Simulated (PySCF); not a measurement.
CH2F, SMILES [CH2]F (connectivity only; charge and spin as stated), charge +1, multiplicity 1.

Geometry: B3LYP-D3(BJ)/def2-TZVPD. The multiplicity is an assumed one; other spin states were not compared. The isomer is the one that the SMILES or the coordinates give; other isomers of the formula were not compared.

All values below come from CAM-B3LYP/def2-TZVPD run with PySCF.

Isolated molecule, no solvent.

| Item | Value |
|---|---|
| total energy | -138.75293 hartree |
| point group | C2v |
| highest occupied level | -21.45 eV |
| lowest empty level | -10.57 eV |
| orbital gap | 10.89 eV |
| dipole moment about the centre of nuclear charge | 3.20 D |
| mean static polarisability | 10.5 bohr³ (1.56 Å³) |
| polarisability, principal values | 8.1, 10.7, 12.8 bohr³ |
